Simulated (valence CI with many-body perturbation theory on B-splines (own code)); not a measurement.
E1 transitions of Eu XXX

Calculated by valence CI with perturbative core correlation (CI+MBPT): six valence electrons over a frozen Dirac-Fock core [Ar] 3d10, radial functions for each j: 9 s, 9 p, 8 d, 6 f, 3 g, 1 h, with the one-electron correlation potential Σ1 (screened to all orders), the two-electron term Σ2, the three-electron term Σ3, Breit, model QED; selected single and double excitations, second order for the rest, scaled by the run's own slope (own B-spline code, finite nucleus).

The last digits are not significant, and no measured levels were compared; by estimate large intervals hold to a few tenths of a per cent, small ones and those within an open d or f shell to about a per cent. Among the levels kept, up to 630 cm⁻¹ of a level comes from second order outside the variational space, and about a tenth of that is noise between levels of different J, which matters for small intervals.

Lines 1 to 50 of 90 in falling wavelength, among levels below 1470100 cm⁻¹, chosen from the strongest by gf and those to the six lowest levels. Wavelengths and rates use the calculated energies. Electric multipoles are in the length gauge, E1 and E2 with the static RPA response of the core. Weak lines are less certain than strong ones. Lines between different terms over intervals too small for the method are left out, as are lines whose strength nearly cancels. The highest levels of a list are the least certain.

Levels are named by their leading jj configuration (3d3/2^4 stands for four electrons in 3d with j = 3/2), which in mixed levels can hold well under half, so a name can repeat and another be missing. Letters in brackets count levels of one name in rising energy.

| λ vac (nm) | Upper | Lower | A (s⁻¹) | S (a.u.) with core polarisation | S without |
| --- | --- | --- | --- | --- | --- |
| 40.33 | (4s^2 4p1/2^2 4p3/2 4d3/2) J=1 | (4s^2 4p3/2^4) J=0 | 9.58e+06 | 9.30e-04 | 9.97e-04 |
| 29.09 | (4s 4p1/2^2 4p3/2^3) J=1 | (4s^2 4p3/2^4) J=0 | 4.44e+07 | 1.62e-03 | 1.74e-03 |
| 21.96 | (4s^2 4p1/2^2 4p3/2 4d5/2) J=1 | (4s^2 4p3/2^4) J=0 | 2.90e+07 | 4.54e-04 | 4.89e-04 |
| 18.82 | (4s^2 4p1/2 4p3/2^2 4d3/2) J=1 [a] | (4s^2 4p3/2^4) J=0 | 1.37e+09 | 1.35e-02 | 1.45e-02 |
| 18.67 | (4s 4p1/2^2 4p3/2^3) J=2 | (4s^2 4p1/2 4p3/2^3) J=2 | 3.36e+09 | 5.40e-02 | 5.80e-02 |
| 17.71 | (4s 4p1/2^2 4p3/2^3) J=2 | (4s^2 4p1/2 4p3/2^3) J=1 | 4.57e+09 | 6.26e-02 | 6.72e-02 |
| 17.47 | (4s^2 4p1/2^2 4p3/2 4d3/2) J=1 | (4s^2 4p1/2 4p3/2^3) J=2 | 4.33e+09 | 3.42e-02 | 3.67e-02 |
| 17.29 | (4s^2 4p1/2 4p3/2^2 4d5/2) J=1 [a] | (4s^2 4p3/2^4) J=0 | 2.31e+09 | 1.77e-02 | 1.90e-02 |
| 16.72 | (4s^2 4p1/2^2 4p3/2 4d3/2) J=2 | (4s^2 4p1/2 4p3/2^3) J=2 | 1.67e+08 | 1.93e-03 | 2.07e-03 |
| 16.63 | (4s^2 4p1/2^2 4p3/2 4d3/2) J=1 | (4s^2 4p1/2 4p3/2^3) J=1 | 1.28e+09 | 8.69e-03 | 9.34e-03 |
| 16.33 | (4s^2 4p1/2^2 4p3/2 4d3/2) J=3 | (4s^2 4p1/2 4p3/2^3) J=2 | 2.00e+07 | 3.01e-04 | 3.19e-04 |
| 15.95 | (4s^2 4p1/2^2 4p3/2 4d3/2) J=2 | (4s^2 4p1/2 4p3/2^3) J=1 | 3.29e+08 | 3.29e-03 | 3.54e-03 |
| 15.67 | (4s^2 4p1/2^2 4p3/2 4d3/2) J=0 | (4s^2 4p1/2 4p3/2^3) J=1 | 1.13e+08 | 2.14e-04 | 2.27e-04 |
| 14.97 | (4s 4p1/2^2 4p3/2^3) J=1 | (4s^2 4p1/2 4p3/2^3) J=2 | 6.45e+09 | 3.20e-02 | 3.43e-02 |
| 14.78 | (4s^2 4p1/2 4p3/2^2 4d3/2) J=1 [b] | (4s^2 4p3/2^4) J=0 | 1.39e+09 | 6.62e-03 | 7.10e-03 |
| 14.34 | (4s 4p1/2^2 4p3/2^3) J=1 | (4s^2 4p1/2 4p3/2^3) J=1 | 3.42e+09 | 1.49e-02 | 1.60e-02 |
| 14.08 | (4s^2 4p1/2^2 4p3/2 4d5/2) J=2 | (4s^2 4p1/2 4p3/2^3) J=2 | 1.69e+09 | 1.17e-02 | 1.25e-02 |
| 13.76 | (4s^2 4p1/2 4p3/2^2 4d3/2) J=1 [c] | (4s^2 4p3/2^4) J=0 | 9.91e+08 | 3.83e-03 | 4.09e-03 |
| 13.52 | (4s^2 4p1/2^2 4p3/2 4d5/2) J=2 | (4s^2 4p1/2 4p3/2^3) J=1 | 2.49e+09 | 1.52e-02 | 1.63e-02 |
| 13.44 | (4s^2 4p1/2^2 4p3/2 4d5/2) J=3 | (4s^2 4p1/2 4p3/2^3) J=2 | 8.24e+06 | 6.92e-05 | 7.25e-05 |
| 13.17 | (4s^2 4p1/2 4p3/2^2 4d3/2) J=1 [d] | (4s^2 4p3/2^4) J=0 | 2.19e+09 | 7.42e-03 | 7.98e-03 |
| 12.82 | (4s^2 4p1/2^2 4p3/2 4d5/2) J=1 | (4s^2 4p1/2 4p3/2^3) J=2 | 7.73e+08 | 2.41e-03 | 2.58e-03 |
| 12.64 | (4s^2 4p1/2 4p3/2^2 4d5/2) J=1 [b] | (4s^2 4p3/2^4) J=0 | 2.64e+09 | 7.88e-03 | 8.44e-03 |
| 12.36 | (4s^2 4p1/2^2 4p3/2 4d5/2) J=1 | (4s^2 4p1/2 4p3/2^3) J=1 | 1.18e+09 | 3.31e-03 | 3.54e-03 |
| 11.78 | (4s^2 4p1/2^2 4p3/2 4d3/2) J=1 | (4s^2 4p1/2^2 4p3/2^2) J=0 | 2.03e+09 | 4.92e-03 | 5.31e-03 |
| 11.69 | (4s^2 4p1/2 4p3/2^2 4d3/2) J=1 [a] | (4s^2 4p1/2 4p3/2^3) J=2 | 6.43e+09 | 1.52e-02 | 1.64e-02 |
| 11.66 | (4s 4p1/2 4p3/2^4) J=0 | (4s^2 4p1/2 4p3/2^3) J=1 | 1.98e+10 | 1.55e-02 | 1.67e-02 |
| 11.55 | (4s 4p1/2^2 4p3/2^3) J=2 | (4s^2 4p1/2^2 4p3/2^2) J=2 | 1.60e+10 | 6.07e-02 | 6.52e-02 |
| 11.48 | (4s^2 4p1/2 4p3/2^2 4d3/2) J=2 [a] | (4s^2 4p1/2 4p3/2^3) J=2 | 4.94e+08 | 1.85e-03 | 1.96e-03 |
| 11.30 | (4s^2 4p1/2 4p3/2^2 4d3/2) J=1 [a] | (4s^2 4p1/2 4p3/2^3) J=1 | 2.22e+08 | 4.75e-04 | 5.19e-04 |
| 11.22 | (4s^2 4p1/2 4p3/2^2 4d3/2) J=3 [a] | (4s^2 4p1/2 4p3/2^3) J=2 | 5.61e+07 | 2.74e-04 | 2.96e-04 |
| 11.11 | (4s^2 4p1/2 4p3/2^2 4d3/2) J=2 [a] | (4s^2 4p1/2 4p3/2^3) J=1 | 3.05e+07 | 1.03e-04 | 1.10e-04 |
| 11.08 | (4s^2 4p1/2^2 4p3/2 4d3/2) J=1 | (4s^2 4p1/2^2 4p3/2^2) J=2 | 1.06e+10 | 2.13e-02 | 2.29e-02 |
| 11.08 | (4s^2 4p1/2 4p3/2^2 4d5/2) J=1 [a] | (4s^2 4p1/2 4p3/2^3) J=2 | 3.26e+10 | 6.57e-02 | 7.05e-02 |
| 10.90 | (4s^2 4p1/2 4p3/2^2 4d3/2) J=0 | (4s^2 4p1/2 4p3/2^3) J=1 | 2.52e+10 | 1.61e-02 | 1.72e-02 |
| 10.77 | (4s^2 4p1/2^2 4p3/2 4d3/2) J=2 | (4s^2 4p1/2^2 4p3/2^2) J=2 | 8.83e+09 | 2.72e-02 | 2.91e-02 |
| 10.73 | (4s^2 4p1/2 4p3/2^2 4d5/2) J=1 [a] | (4s^2 4p1/2 4p3/2^3) J=1 | 2.57e+09 | 4.71e-03 | 5.04e-03 |
| 10.71 | (4s^2 4p1/2 4p3/2^2 4d5/2) J=3 [a] | (4s^2 4p1/2 4p3/2^3) J=2 | 2.34e+08 | 9.92e-04 | 1.05e-03 |
| 10.61 | (4s^2 4p1/2^2 4p3/2 4d3/2) J=3 | (4s^2 4p1/2^2 4p3/2^2) J=2 | 4.32e+08 | 1.78e-03 | 1.87e-03 |
| 10.59 | (4s 4p1/2^2 4p3/2^3) J=1 | (4s^2 4p1/2^2 4p3/2^2) J=0 | 1.31e+10 | 2.31e-02 | 2.48e-02 |
| 10.49 | (4s^2 4p1/2 4p3/2^2 4d3/2) J=2 [b] | (4s^2 4p1/2 4p3/2^3) J=2 | 3.34e+07 | 9.53e-05 | 1.04e-04 |
| 10.18 | (4s^2 4p1/2 4p3/2^2 4d3/2) J=2 [b] | (4s^2 4p1/2 4p3/2^3) J=1 | 7.64e+08 | 1.99e-03 | 2.12e-03 |
| 10.02 | (4s 4p1/2^2 4p3/2^3) J=1 | (4s^2 4p1/2^2 4p3/2^2) J=2 | 1.17e+11 | 1.75e-01 | 1.86e-01 |
| 9.990 | (4s^2 4p1/2 4p3/2^2 4d3/2) J=1 [b] | (4s^2 4p1/2 4p3/2^3) J=2 | 1.78e+10 | 2.63e-02 | 2.81e-02 |
| 9.864 | (4s^2 4p1/2 4p3/2^2 4d3/2) J=2 [c] | (4s^2 4p1/2 4p3/2^3) J=2 | 1.67e+09 | 3.94e-03 | 4.24e-03 |
| 9.759 | (4s^2 4p1/2 4p3/2^2 4d3/2) J=3 [b] | (4s^2 4p1/2 4p3/2^3) J=2 | 6.87e+09 | 2.21e-02 | 2.34e-02 |
| 9.708 | (4s^2 4p1/2 4p3/2^2 4d3/2) J=1 [b] | (4s^2 4p1/2 4p3/2^3) J=1 | 1.81e+10 | 2.46e-02 | 2.61e-02 |
| 9.675 | (4s^2 4p1/2 4p3/2^2 4d5/2) J=2 [a] | (4s^2 4p1/2 4p3/2^3) J=2 | 9.09e+08 | 2.03e-03 | 2.16e-03 |
| 9.611 | (4s^2 4p1/2^2 4p3/2 4d5/2) J=2 | (4s^2 4p1/2^2 4p3/2^2) J=2 | 1.19e+11 | 2.61e-01 | 2.77e-01 |
| 9.589 | (4s^2 4p1/2 4p3/2^2 4d3/2) J=2 [c] | (4s^2 4p1/2 4p3/2^3) J=1 | 2.26e+10 | 4.93e-02 | 5.25e-02 |
